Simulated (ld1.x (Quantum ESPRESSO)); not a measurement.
An all-electron radial function and its pseudo partner (copper)

Columns: radius, all-electron u(r) and pseudo u(r) of the 3d shell (level -29.63 eV) of copper in the configuration [Ne] 3s2 3p6 3d9 4s0 4p0; PBE, scalar-relativistic, RRKJ scheme, ld1.x (Quantum ESPRESSO) 7.5.

| r (bohr) | all-electron | pseudo |
| --- | --- | --- |
| 0.070 | 0.0481 | 0.0044 |
| 0.140 | 0.2176 | 0.0339 |
| 0.210 | 0.4383 | 0.1071 |
| 0.280 | 0.6449 | 0.2311 |
| 0.350 | 0.8078 | 0.3999 |
| 0.420 | 0.9209 | 0.5957 |
| 0.490 | 0.9881 | 0.7932 |
| 0.560 | 1.0177 | 0.9658 |
| 0.630 | 1.0187 | 1.0918 |
| 0.700 | 0.9999 | 1.1589 |
| 0.770 | 0.9678 | 1.1659 |
| 0.840 | 0.9274 | 1.1224 |
| 0.910 | 0.8824 | 1.0444 |
| 0.980 | 0.8352 | 0.9506 |
| 1.050 | 0.7874 | 0.8571 |
| 1.120 | 0.7402 | 0.7746 |
| 1.190 | 0.6942 | 0.7070 |
| 1.260 | 0.6499 | 0.6529 |
| 1.330 | 0.6075 | 0.6078 |
| 1.400 | 0.5673 | 0.5673 |
| 1.470 | 0.5291 | 0.5291 |
| 1.540 | 0.4931 | 0.4931 |
| 1.610 | 0.4592 | 0.4592 |
| 1.680 | 0.4274 | 0.4274 |
| 1.750 | 0.3975 | 0.3975 |
| 1.820 | 0.3695 | 0.3695 |

Q: How many radial nodes do the two functions have?

A: The all-electron 3d function has n − l − 1 = 0; the pseudo-wave has 0.

Q: At about which radius was the pseudo-wave matched?

A: 1.40 bohr, where the columns begin to agree (steps of 0.07 bohr).

Q: Is the pseudo-wave norm-conserving?

A: Yes: the RRKJ scheme keeps the norm inside the radius equal to the all-electron one, which fixes the energy derivative of the logarithmic derivative at the level.
